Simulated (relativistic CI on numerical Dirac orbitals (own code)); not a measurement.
**Hyperfine structure of Ru¹⁰⁺, mass number 99**

Computed by Dirac-Coulomb-Breit CI, separate exchange-only KLI orbitals for each configuration, model QED (radiative potential, 1s self-energy scaled to tabulated hydrogen-like ionisation energies), unscaled Slater integrals (own radial code, finite nucleus).

Configurations in the expansion (outside the closed core [Ar] 3d10): 4s2 4p4, 4s 4p5, 4p6, 4s2 4p3 4d, 4s 4p4 4d, 4s2 4p3 4f, 4s 4p4 4f, 4p5 4d, 4s2 4p3 5s, 4s 4p3 4d2, 4s2 4p3 5p, 4s2 4p2 4d 4f, 4p4 4d2, 4p3 4d3, 4p3 4d2 4f, 4p3 4d2 5s. Double excitations out of closed p, d and f shells are left out; levels of such configurations are missing from the list, as are those of other unlisted configurations, and high levels can miss mixing partners. These lack a partner that the ground configuration has and come out too high: 4s2 4p3 5p.

Nuclear spin I = 5/2, μ = -0.641 μN, Q = 0.079 b (tables of Stone and Pyykkö). The electronic factors are computed for point nuclear moments, without core polarisation or the Bohr-Weisskopf and QED corrections.

```tsv
Level	E (eV)	A (MHz)	B (MHz)
4s2 4p4 3P_2	0.0000	-1229	453
4s2 4p4 3P_1	3.6207	230.2	-353
4s2 4p4 1D_2	5.8911	-2771	-1170
4s 4p5 3P°_2	32.6651	-6565	-657
4s 4p5 3P°_1	34.8388	-3570	303
4s 4p5 1P°_1	42.4365	-6517	-537
4s2 4p3 4d 5D°_2	46.0484	-447.2	-17.8
4s2 4p3 4d 5D°_3	46.0859	-389	80.8
```

Levels with J = 0, under 50 % of one LS term, or S terms without an open s electron are left out. Small factors come from cancelling terms and can be off by tens of per cent or more.

At this charge energies of transitions that change n are usually good to better than 1 %, and those within a shell (Δn = 0) to a few per cent.

(1) Give the hyperfine levels of 4s2 4p4 3P_2 relative to its centre of gravity.

## Answers

(1) With K = F(F + 1) − I(I + 1) − J(J + 1), E = AK/2 + B[¾K(K + 1) − I(I + 1)J(J + 1)]/[2I(2I − 1)J(2J − 1)]: F = 1/2: 8923, F = 3/2: 6875, F = 5/2: 3575, F = 7/2: -807.4, F = 9/2: -6033 MHz.

LS names give the leading component of a level, which can be under half, so a name can repeat, a term be missing and a line seem to break the LS rules.
